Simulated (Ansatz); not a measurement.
The cluster SiMo₂, relaxed as a triplet with UKS r2SCAN-D4/def2-TZVP in Ansatz, starting from the r2SCAN-D4/def2-TZVP geometry of the neutral singlet. Force threshold 0.02 eV/Å.

In the def2 sets Mo takes a core potential; there is no spin–orbit coupling. The relaxation made no stability test and no search for a lower SCF solution. At r2SCAN-D4/def2-TZVP a singlet of charge 0 lies 0.79 eV below the triplet, each at its own geometry. That singlet is doubtful there (restricted singlet, unstable towards broken spin symmetry). The structure comes from a short search, and lower isomers may exist.

Start:

```xyz
3

Mo   -0.2268    1.2023   -0.1799
Mo    0.3541   -0.1582    1.1743
Si   -0.1273   -1.0441   -0.9944
```

```
step  energy (eV)  largest force component (eV/Å)  SCF passes
   1  -11587.4365                           2.576         110
   2  -11587.5505                           0.941         108
   3  -11587.5901                           0.300          44
   4  -11587.5941                           0.027          44
   5  -11587.5941                           0.001          39
```

Force components are those of the run's own axes.

End:

```xyz
3

Mo   -0.2415    1.2339   -0.2155
Mo    0.3684   -0.1938    1.2066
Si   -0.1270   -1.0401   -0.9911
```

By distances, no bond broke or formed. The bond that changes most is Mo1–Mo2, from 2.01 to 2.11 Å (atoms count from 1).

No frequencies were taken in this run, so the end may be a saddle point.

Run time 30 s (4 threads of Arm Neoverse V1 on a shared host).
